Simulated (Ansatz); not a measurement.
Geometry optimisation, RKS CAM-B3LYP/def2-SVP in Ansatz 0.2.0.

input.yaml

```yaml
crystal:
  periodic: [false, false, false]
  atoms:
    - { symbol: Zr, position_ang: [0.0, 0.0, 0.0] }
    - { symbol: Cl, position_ang: [0.0, 0.0, 2.52] }
    - { symbol: Cl, position_ang: [2.3764, 0.0, -0.8392] }
    - { symbol: Cl, position_ang: [-1.1869, 2.0563, -0.8392] }
    - { symbol: "N", position_ang: [-1.0409, -1.8034, -0.7359] }
    - { symbol: H, position_ang: [-1.5759, -2.4197, -0.0595] }
    - { symbol: H, position_ang: [-1.0055, -2.0526, -1.7656] }
basis:
  gaussian: { orbitals: def2-SVP }
hamiltonian:
  xc: cam_b3lyp
relax:
  f_tol: 0.02
  max_steps: 40
```

Run as:

```bash
$ ansatz run input.yaml --threads 4 --pin off --max-ram 5120MiB --backend cpu --events-out ev --progress --plain --runs-dir out
```

Problem. Where does it end, and by what steps?

Solution. It converged. After 5 steps the energy has fallen by 1.250 eV; Cl2 moved furthest, 0.23 Å.

```
step  energy less start (eV)  largest force component (eV/Å)  accepted
   0                  0.0000                           2.388       yes
   1                 -1.1988                           0.850       yes
   2                 -1.2478                           0.143       yes
   3                 -1.2492                           0.072       yes
   4                 -1.2501                           0.021       yes
   5                 -1.2501                           0.013       yes
```

```xyz
7
Properties=species:S:1:pos:R:3
Zr -0.002 -0.022 0.008
Cl -0.093 -0.116 2.347
Cl 2.176 -0.042 -0.872
Cl -1.115 1.871 -0.838
N -0.942 -1.650 -0.655
H -1.487 -2.296 -0.084
H -0.970 -1.965 -1.625
```

The run took 16 s on 4 threads of Arm Neoverse V2, on a shared host, peak memory 0.32 GiB.
